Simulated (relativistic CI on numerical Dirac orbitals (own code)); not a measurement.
## Tm²⁺: 3d photoemission

Computed with this model: Dirac-Coulomb-Breit CI, separate exchange-only KLI orbitals for each configuration, model QED (radiative potential, 1s self-energy scaled to tabulated hydrogen-like ionisation energies), valence Slater integrals scaled by 0.8, multiplet model of photoemission in the sudden approximation; configurations [Xe] 4f13 → [Ar] 3d9 4s2 4p6 4d10 4f13 5s2 5p6; 300 K; Lorentzian 0.9 eV and Gaussian 0.7 eV FWHM. Energies are those of the free ion, without screening or charge transfer. The energies are binding energies and can lie tens of eV above those of solids. S is read from ⟨S²⟩ = S(S + 1).

Computed curve for free ion, scaled to 100 at the maximum (points under 2 are left out and the grid is thinned):

| Energy (eV) | Intensity |
| --- | --- |
| 1477.7 | 2.1 |
| 1478.2 | 2.6 |
| 1478.8 | 3.5 |
| 1479.3 | 4.8 |
| 1479.9 | 7.6 |
| 1480.4 | 12.7 |
| 1481.0 | 30.9 |
| 1481.5 | 71.3 |
| 1482.0 | 100.0 |
| 1482.6 | 60.1 |
| 1483.1 | 46.1 |
| 1483.7 | 63.4 |
| 1484.2 | 66.7 |
| 1484.8 | 49.5 |
| 1485.3 | 40.1 |
| 1485.9 | 32.2 |
| 1486.4 | 35.0 |
| 1486.9 | 27.9 |
| 1487.5 | 12.1 |
| 1488.0 | 6.4 |
| 1488.6 | 3.8 |
| 1489.1 | 2.8 |
| 1489.7 | 2.0 |
| 1524.2 | 2.5 |
| 1524.7 | 3.3 |
| 1525.3 | 5.2 |
| 1525.8 | 8.7 |
| 1526.4 | 20.6 |
| 1526.9 | 41.9 |
| 1527.5 | 58.7 |
| 1528.0 | 61.8 |
| 1528.6 | 60.6 |
| 1529.1 | 74.9 |
| 1529.6 | 59.1 |
| 1530.2 | 24.5 |
| 1530.7 | 11.7 |
| 1531.3 | 6.0 |
| 1531.8 | 4.0 |
| 1532.4 | 2.7 |
| 1532.9 | 2.1 |

The ground state has S = 0.50, and the centroid lies at 1501.46 eV.
